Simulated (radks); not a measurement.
Spin polarisation of the 3d5 shell in Fe3+. Start: [Ar] 3d(up 2.5, down 2.5); electrons of 3d are moved from spin down to spin up, other shells keep equal spins. All-electron calculation, scalar-relativistic Kohn-Sham, PBEsol, spin-polarised, spherical densities, point nucleus. Program: a radial shooting solver on a logarithmic mesh with Libxc functionals.

moment (Bohr magnetons)  E - E(0) (eV)  e(3d up) (eV)  e(3d down) (eV)  3p down minus up (eV)  3s down minus up (eV)  2p down minus up (eV)
0                                0.000        -43.177          -43.177                 0.000                  0.000                  0.000
1                               -0.277        -43.700          -42.590                  1.159                  1.180                  0.418
2                               -1.111        -44.159          -41.934                  2.323                  2.363                  0.836
3                               -2.504        -44.554          -41.207                  3.495                  3.555                  1.252
4                               -4.460        -44.887          -40.405                  4.680                  4.758                  1.665
5                               -6.989        -45.156          -39.515                  5.883                  5.978                  2.075

At moment 5 the spin-polarisation energy is -6.989 eV and the 3d exchange splitting 5.641 eV, that is 1.128 eV per Bohr magneton; E = -I m^2/4 would give I = 1.118 eV.
